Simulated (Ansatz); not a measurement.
Species: CH$_{7}$NSi (charge 0, singlet). SMILES: CN[SiH3]
Geometry: optimised at B3LYP-D3(BJ)/def2-TZVP (Ansatz, a program for electronic structure).

Wanted: vertical ionisation energy (to the doublet state of charge +1; each state is the SCF solution reached for its spin), in eV. Valence correlation only, unless marked. UHF or UKS for open shells. No spin-orbit coupling. Non-relativistic. CBS marks a two-point X^-3 extrapolation of the correlation energy; Hartree-Fock from the larger set. The bracket is a focal-point correction in the basis named.

```tsv
level	program	vertical ionisation energy (eV)
HF/aug-cc-pV(D+d)Z	Ansatz	7.87
HF/aug-cc-pV(T+d)Z	Ansatz	7.90
SVWN5/def2-TZVPD	Ansatz	8.95
PBE/def2-TZVPD	Ansatz	8.81
```

Q: What does RI-MP2/CBS(aug-cc-pV(T+d)Z,aug-cc-pV(Q+d)Z)+[CCSD(T)-MP2]/aug-cc-pV(T+d)Z (Ansatz) give?

A: 9.29 eV, so PBE/def2-TZVPD differs from it by -0.48 eV.
